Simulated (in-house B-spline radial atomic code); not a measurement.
Results of a calculation; reference values are marked as such.
# What the choice of pseudopotential does to G0W0 on PBE0: Cs

All numbers come from an all-electron radial atomic-structure program (B-spline basis), non-relativistic (model numbers for so heavy an element), configuration [Xe] 6s1, open shells at high spin. Semilocal Troullier-Martins pseudo-atoms, one channel per l, are made with PBE or LDA for several valence sets and radii, with or without a model core, and set against the all-electron atom. One channel fits only the lowest state of its l, so a second state of that l is approximate. All electrons give 6s up: PBE0 -2.574 eV, G0W0 -3.987 eV. Potentials are made in the ion's own configuration unless the neutral atom is named, and a smooth local potential serves every l without a channel. Potentials that miss their own reference levels by more than 6 millihartree, or need radii over 3.5 bohr, are left out. Columns give pseudo minus all-electron, in eV; a dash marks a level in the core or of low weight.

```
    valence  made with          radii (bohr)  model core (bohr)  6s up PBE0  6s up G0W0
      5p 6s        PBE  s 3.40 p 1.45 d 2.44               none       -0.08       -0.20
      5p 6s        PBE  s 3.40 p 1.63 d 2.75               none       -0.08       -0.20
      5p 6s        PBE  s 3.40 p 1.45 d 2.44               1.41       -0.07       -0.18
      5p 6s        PBE  s 3.40 p 1.81 d 3.05               1.41       -0.07       -0.17
      5p 6s        LDA  s 3.40 p 2.35 d 3.40               1.41       -0.08       -0.19
   5s 5p 6s        PBE  s 1.29 p 1.45 d 2.44               none       -0.12       -0.15
   5s 5p 6s        PBE  s 1.29 p 1.45 d 2.44               1.29       -0.08       -0.08
   5s 5p 6s        LDA  s 1.84 p 2.08 d 3.40               1.29        0.00       +0.01
   5s 5p 6s        PBE  s 2.09 p 2.35 d 3.40               1.29       -0.02       -0.02
4d 5s 5p 6s        PBE  s 1.45 p 1.63 d 0.65               none       -0.03       -0.06
4d 5s 5p 6s        PBE  s 1.29 p 1.45 d 0.58               0.54       -0.09       -0.13
4d 5s 5p 6s        PBE  s 1.45 p 1.63 d 0.65               0.54       -0.02       -0.05
4d 5s 5p 6s        PBE  s 1.61 p 1.81 d 0.72               0.54       -0.01       -0.04
4d 5s 5p 6s        PBE  s 2.09 p 2.35 d 0.94               0.54       -0.03       -0.07
```

Task: How does the G0W0 shift of 6s up, which all sets hold, depend on the valence set?

Result: Mean size: 5s 5p 6s: 0.06 eV; 4d 5s 5p 6s: 0.07 eV; 5p 6s: 0.19 eV. The means mix radii and the functional used in making the potentials.
